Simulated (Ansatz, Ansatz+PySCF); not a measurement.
```xyz
4

Si    0.0407    0.0616   -0.0013
H     0.8059   -1.0604    0.5898
H    -0.3173   -0.2238   -1.4099
H    -1.1663    0.3628    0.8027
```

Basis set: def2-SVP (spherical functions). Left uncorrelated: 5 orbitals. Charge 0, multiplicity 2.

Computed with Ansatz (development build ahead of 0.2.0); each method stands on the lowest determinant of its kind that the runs found.

The atomization energy at this shape (free ground-state atoms in the same class of orbitals less the molecule, no zero-point energy) of doublet SiH3:

```
 method  atomization energy
UHF-MP2     209.10 kcal/mol
```

**Question.** What does UHF give?

**Answer.** 177.63 kcal/mol.
